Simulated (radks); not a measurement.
Question: All-electron calculation, non-relativistic Kohn-Sham, LDA (Slater exchange, VWN5 correlation), spin-polarised, spherical densities, point nucleus; open shells are filled with parallel spins first. Program: a radial shooting solver on a logarithmic mesh with Libxc functionals. Response by self-consistent Sternheimer equations with the Hartree and adiabatic LDA kernel. For heavy and open-shell atoms this level of theory can miss by tens of per cent. Estimate the static dipole polarisabilities of Ti+ ([Ar] 3d2 4s1) and Sc2+ ([Ar] 3d1) and the C6 coefficients of the three pairs.

Answer: alpha = 43.68 and 4.942 bohr^3; C6 = 269.2 (Ti+-Ti+), 51.60 (Ti+-Sc2+), 14.67 (Sc2+-Sc2+) hartree bohr^6.
